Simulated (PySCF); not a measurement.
PySCF input (M06-2X/6-31G* (5d)):

```python
from pyscf import gto, dft

mol = gto.M(
    atom='''
    B     0.01827732   -0.01967071    0.02476731
    F     1.23929023   -0.49341957   -0.23190531
    F    -0.51025756   -0.29119197    1.21980641
    N    -0.67924097    0.73102389   -0.92042913
    H    -1.59871957    1.09644554   -0.74685486
    H    -0.29927426    0.94624460   -1.82508776
    ''',
    basis='6-31g*',
    charge=0,
    spin=0,
    verbose=4,
)

mf = dft.RKS(mol, xc='m062x')
mf.grids.level = 4
mf.conv_tol = 1e-9
mf.max_cycle = 100
mf.max_memory = 1500
mf.kernel()
if not mf.converged:
    mf = mf.newton()
    mf.kernel(mf.make_rdm1())
mf.dip_moment()
```

From the last part of the output:

```
[INPUT] Mole.unit = angstrom
[INPUT] Symbol           X                Y                Z      unit          X                Y                Z       unit  Magmom
[INPUT]  1 B      0.018277320000  -0.019670710000   0.024767310000 AA    0.034539129091  -0.037172254576   0.046803432742 Bohr   0.0
[INPUT]  2 F      1.239290230000  -0.493419570000  -0.231905310000 AA    2.341919123549  -0.932427851801  -0.438237522732 Bohr   0.0
[INPUT]  3 F     -0.510257560000  -0.291191970000   1.219806410000 AA   -0.964247041389  -0.550273072973   2.305100039889 Bohr   0.0
[INPUT]  4 N     -0.679240970000   0.731023890000  -0.920429130000 AA   -1.283579405884   1.381434942614  -1.739358972772 Bohr   0.0
[INPUT]  5 H     -1.598719570000   1.096445540000  -0.746854860000 AA   -3.021142137282   2.071981781101  -1.411351140200 Bohr   0.0
[INPUT]  6 H     -0.299274260000   0.946244600000  -1.825087760000 AA   -0.565546387532   1.788143140849  -3.448916019696 Bohr   0.0

nuclear repulsion = 112.483684331458
number of shells = 28
number of NR pGTOs = 116
number of NR cGTOs = 60
basis = 6-31g*
ecp = {}

******** <class 'pyscf.dft.rks.RKS'> ********
method = RKS
initial guess = minao
damping factor = 0
level_shift factor = 0
DIIS = <class 'pyscf.scf.diis.CDIIS'>
diis_start_cycle = 1
diis_space = 8
diis_damp = 0
SCF conv_tol = 1e-09
SCF conv_tol_grad = None
SCF max_cycles = 100
direct_scf = True
direct_scf_tol = 1e-13
XC library pyscf.dft.libxc version 7.1.2
    S. Lehtola, C. Steigemann, M. J. T. Oliveira, and M. A. L. Marques,  SoftwareX 7, 1–5 (2018)
XC functionals = m062x
    Y. Zhao and D. G. Truhlar,  Theor. Chem. Acc. 120, 215 (2008)
    Y. Zhao and D. G. Truhlar,  Theor. Chem. Acc. 120, 215 (2008)
radial grids:
    Treutler-Ahlrichs [JCP 102, 346 (1995); DOI:10.1063/1.469408] (M4) radial grids

becke partition: Becke, JCP 88, 2547 (1988); DOI:10.1063/1.454033
pruning grids: <function nwchem_prune>
grids dens level: 4
symmetrized grids: False
atomic radii adjust function: <function treutler_atomic_radii_adjust>
small_rho_cutoff = 0
Set gradient conv threshold to 3.16228e-05
Initial guess from minao.
tot grids = 145072
init E= -280.927735895216
  HOMO = -0.340977926673331  LUMO = 0.0574130803517416  gap/eV = 10.84077
cycle= 1 E= -280.484942617698  delta_E= 0.443  |g|= 0.605  |ddm|= 2.26
  HOMO = -0.331300093695142  LUMO = 0.123281805484767  gap/eV = 12.36980
cycle= 2 E= -280.495228325478  delta_E= -0.0103  |g|= 0.607  |ddm|= 0.68
  HOMO = -0.356662549029897  LUMO = 0.121964866091363  gap/eV = 13.02412
cycle= 3 E= -280.551187582457  delta_E= -0.056  |g|= 0.0283  |ddm|= 0.323
  HOMO = -0.359973822961313  LUMO = 0.125331623437433  gap/eV = 13.20583
cycle= 4 E= -280.551317263373  delta_E= -0.00013  |g|= 0.016  |ddm|= 0.027
  HOMO = -0.355900555869022  LUMO = 0.126960023348556  gap/eV = 13.13931
cycle= 5 E= -280.551368181778  delta_E= -5.09e-05  |g|= 0.00438  |ddm|= 0.0124
  HOMO = -0.356632963416827  LUMO = 0.126497998584306  gap/eV = 13.14666
cycle= 6 E= -280.551372238354  delta_E= -4.06e-06  |g|= 0.00039  |ddm|= 0.00288
  HOMO = -0.356709594947433  LUMO = 0.126452817730988  gap/eV = 13.14752
cycle= 7 E= -280.551372293821  delta_E= -5.55e-08  |g|= 0.000131  |ddm|= 0.000527
  HOMO = -0.356700096249718  LUMO = 0.126444996953943  gap/eV = 13.14705
cycle= 8 E= -280.551372298601  delta_E= -4.78e-09  |g|= 1.55e-05  |ddm|= 0.000143
  HOMO = -0.356700630824694  LUMO = 0.126444698788761  gap/eV = 13.14705
cycle= 9 E= -280.551372298744  delta_E= -1.43e-10  |g|= 2.94e-06  |ddm|= 2.97e-05
  HOMO = -0.356700825093893  LUMO = 0.126444383120827  gap/eV = 13.14705
Extra cycle  E= -280.551372298746  delta_E= -2.05e-12  |g|= 1.5e-06  |ddm|= 3.98e-06
converged SCF energy = -280.551372298746
Dipole moment(X, Y, Z, Debye): -1.35454,  1.45784, -1.83556
```

The geometry given is a B3LYP-D3(BJ)/def2-TZVP minimum.
